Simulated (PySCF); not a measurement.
# Telling isomers of C$_{5}$H$_{8}$NOP apart by NMR

How the numbers were obtained: σ from GIAO-PBE0/pcSseg-1, GFN2-xTB geometry, in PySCF 2.14 (one averaged value for each set of equivalent atoms, gas phase, one conformer, non-relativistic).

Chemical shifts δ = σref − σ; TMS for ¹H, ¹³C, all at this level. Splittings of carbon signals by F and P are missing where no couplings were computed. Where no couplings were computed, multiplicities follow the n + 1 count of equivalent neighbours, and m marks all less simple cases (inequivalent or close neighbours, rings, F or P nearby). Shifts are as computed. Against solution values, carbons near 30 ppm lie about +3 ppm off and those near 130 ppm about +5 ppm. Of 1211 compounds with measured shifts, 218 miss one by over three times the rms of a fit or turn the order of signals round; such compounds aren't used in these exercises. OH and NH positions are gas-phase values without hydrogen bonding to other molecules.

(1) Tabulate the signals of `COc1[nH]c(C)cp1`, `CN(C)c1cocp1`, `CP(N)c1ccoc1` and their relative energies.

(2) What is the quickest way to tell COc1[nH]c(C)cp1 from CP(N)c1ccoc1?

(3) What is the quickest way to tell COc1[nH]c(C)cp1 from CN(C)c1cocp1?

(4) What is the quickest way to tell CN(C)c1cocp1 from CP(N)c1ccoc1?

## Answers

(1) 
| SMILES | carbon types | δC | δH | E rel. (kcal/mol) |
| --- | --- | --- | --- | --- |
| COc1[nH]c(C)cp1 | 2×C 1×CH 2×CH3 | 194.7, 130.2, 123.5, 59.9, 18.0 | 7.83 (br s, 1H), 6.40 (m, 1H), 4.00 (s, 3H), 2.41 (s, 3H) | 0.0 |
| CN(C)c1cocp1 | 1×C 2×CH 2×CH3 | 185.6, 165.8, 133.6, 44.3 | 8.70 (m, 1H), 7.56 (m, 1H), 2.90 (s, 6H) | 21.5 |
| CP(N)c1ccoc1 | 1×C 3×CH 1×CH3 | 151.3, 148.4, 135.8, 116.5, 27.1 | 7.64 (m, 1H), 7.61 (m, 1H), 7.54 (m, 1H), 1.41 (m, 3H), 0.19 (br s, 2H) | 6.1 |

Energies are electronic energies at PBE0/pcSseg-1 on these geometries, without zero-point or thermal terms, each for the one conformer computed, which needn't be the lowest.

(2) Both give the same number of carbon signals, but DEPT or the intensities differ. The first has an aromatic carbon bearing oxygen (C) at 194.7 ppm, the second an aromatic CH next to the ring oxygen at 151.3 ppm. In the proton spectra the most deshielded non-exchanging signals are 6.40 (m, 1H) and 7.64 (m, 1H).

(3) Count the carbon signals: 5 against 4. The first has a substituted aromatic carbon next to a ring nitrogen (C) at 130.2 ppm, the second an aromatic CH next to the ring oxygen at 185.6 ppm. Their most deshielded carbons lie at 194.7 and 185.6 ppm. In the proton spectra the most deshielded non-exchanging signals are 6.40 (m, 1H) and 8.70 (m, 1H).

(4) Count the carbon signals: 4 against 5. The first has an aromatic CH next to the ring oxygen at 185.6 ppm, the second a substituted aromatic carbon (C) at 135.8 ppm. Their most deshielded carbons lie at 185.6 and 151.3 ppm. In the proton spectra the most deshielded non-exchanging signals are 8.70 (m, 1H) and 7.64 (m, 1H).
